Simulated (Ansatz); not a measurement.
System: ZrH₃I, charge 0, singlet. ZrH3I (SMILES [ZrH3][I]).
B3LYP-D3(BJ)/def2-TZVP minimum from Ansatz (a quantum-chemistry and plane-wave program):
```
Zr
H 1 1.8422
H 1 1.8422 2 109.59
H 1 1.8422 2 109.59 3 120.29
I 1 2.7037 2 109.35 3 -119.85
```

Total energies in def2-TZVPP, 14 correlated electrons, 13 frozen orbitals. Radicals and triplets start from unrestricted determinants; spin-orbit coupling is neglected. Correlated methods leave the cores frozen (noble-gas shells, and filled d and f shells in the p block). Past Kr the def2 sets carry scalar-relativistic core potentials. Spin-orbit terms, left out, reach several kcal/mol for Br and I, and more for heavier atoms.

```
method    program  energy (Eh)  minus CCSDT(Q) (mEh)
--------  -------  -----------  --------------------
HF         Ansatz   -344.95911                311.70
MP2        Ansatz   -345.22295                 47.86
CCSD       Ansatz   -345.25654                 14.28
CCSD(T)    Ansatz   -345.26923                  1.59
CCSDT(Q)   Ansatz   -345.27081                  0.00
```

Rough core times of Ansatz's runs on a shared machine: CCSD(T) under 20 s, CCSDT(Q) 50 min.
